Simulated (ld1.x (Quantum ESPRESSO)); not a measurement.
# Which change was made? (Sb, TM)

ld1.x (Quantum ESPRESSO) 7.5 input, shortened:

```
&input
   title='Sb', zed=51., rel=2, dft='PBE', iswitch=3,
   config='[Kr] 4d10 5s1.5 5p3.5 5d-2', rel_dist='average'
 /
 &inputp
   pseudotype=2, tm=.true., lloc=0,
   nlcc=.true., rcore=1.15
 /
3
5P  2  1   3.50   0.00  2.55  2.55  0.0
5D  3  2  -2.00  -0.10  2.15  2.15  0.0
5S  1  0   1.50   0.00  1.85  1.85  0.0
 &test
   configts(1)='5s1.5 5p3.5'
 /
```

Open shells are filled in proportion to 2j + 1 (rel_dist='average').

Cutoffs, loose and tight: the cutoffs (Ry, on a coarse ladder) from which the occupation-weighted sum of valence levels, in a spherical-Bessel basis at the reference potential, stays within 10 and 1 mRy of its value at 400 Ry. They do not see the model core or the augmentation charge, which bear on the density cutoff. Test errors are all-electron minus pseudo excitation energies from the reference, over the configurations 5s2 5p3; 5s2 5p2; 5s2 5p1; 5s1 5p4; 5s2 5p2.5; 5s1 5p3; 5s2 5p3.3; variants that change the core or the reference have their own tests.

The base gives: outcome: generated; cutoff, loose: 21 Ry; cutoff, tight: 35 Ry; bound ghosts: d3/2, d5/2; largest test error (meV): -22.

**Question.** After one change the result is: outcome: generated; cutoff, loose: 25 Ry; cutoff, tight: 35 Ry; bound ghosts: d3/2, d5/2; largest test error (meV): -486. Which change was it?
A. core correction a·sin(br)/r model core inside 2.26 bohr
B. reference 5s2 5p3
C. wave 5p (bound): rc 2.55 bohr becomes 5p (bound): rc 3.56 bohr

**Answer.** B. The others give: core correction a·sin(br)/r model core inside 2.26 bohr → outcome: generated; cutoff, loose: 21 Ry; cutoff, tight: 35 Ry; bound ghosts: d3/2, d5/2; largest test error (meV): -41 | wave 5p (bound): rc 2.55 bohr becomes 5p (bound): rc 3.56 bohr → outcome: generated; cutoff, loose: 21 Ry; cutoff, tight: 35 Ry; bound ghosts: d3/2, d5/2; largest test error (meV): -62.
